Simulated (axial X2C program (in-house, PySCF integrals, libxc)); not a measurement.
# Correcting the dissociation energy of BI⁺ for spin–orbit coupling

A spin-free CCSD(T) curve (one-electron X2C) was computed with an in-house all-electron X2C program for linear molecules (integrals from PySCF), basis I dyall-cv3z [11s12p8d4f1g], B dyall-v3z [7s6p2d1f] (cores contracted in-house), for the state M_S = 1/2, Λ = 0 (beyond evenly filled blocks: σα). It gives D0 = 2.601 eV to I + B+, which in a spin-free picture are the weighted means of the ground terms.

Correlated methods: 9 electrons correlated (number of frozen shells: I 4 s, 3 p, 2 d; B 1 s), 225 virtual spin orbitals or spinors in MP2, 90 natural virtuals in coupled cluster.

Measured levels of the ground terms (NIST Handbook of Basic Atomic Spectroscopic Data), in cm⁻¹: I 2P: J = 3/2 at 0, J = 1/2 at 7603.1; B+ 1S: J = 0 at 0.

The molecular state has Λ = 0, so it has no first-order lowering.

Q: How far does each ground level lie under the (2J+1)-weighted mean of its term?

A: I: (4 × 0 + 2 × 7603.1)/6 = 2534 cm⁻¹; B+: a single level, 0.

Q: Correct D0.

A: D0 = 2.601 + (0 − 2534)/8065.5 = 2.287 eV at CCSD(T) with these spin–orbit terms.

Second-order spin–orbit effects in the molecule, which grow quickly with Z, are left out. The state is one determinant whose occupation by symmetry is held fixed; it was picked as the lowest of a PBE0 search that is not exhaustive. Dissociation energies refer to the lowest single-determinant-based atoms at the same level and basis. Coupled cluster ran in a truncated set of natural virtual spinors; the MP2 energy of the rest was added. (T) has no such correction and the atoms are truncated less, which lowers De at CCSD(T) by a hundredth of an eV or more.
